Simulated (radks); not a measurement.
Values are calculated unless marked as measured or tabulated.
Charge is removed step by step from the 2s level of F, starting from [He] 2s2 2p5. Level of theory: non-relativistic Kohn-Sham, BLYP, spin-unpolarised, spherical densities, point nucleus (a radial shooting solver on a logarithmic mesh with Libxc functionals).

removed (e)  E - E(0) (eV)  eigenvalue (eV)  E minus straight line (eV)
0                    0.000          -29.694                       0.000
0.25                 7.936          -33.826                      -1.632
0.5                 16.929          -38.155                      -2.207
0.75                27.028          -42.659                      -1.677
1                   38.272          -47.324                       0.000

Removing the whole electron costs 38.272 eV by Delta-SCF, against 29.694 eV from minus the eigenvalue at the starting occupation. Slater's transition state (half an electron removed) gives 38.155 eV. Integrating minus the eigenvalue over the occupation (Janak's theorem) gives 38.272 eV. The mean slope of the eigenvalue, de/dn, is 17.6 eV per electron.
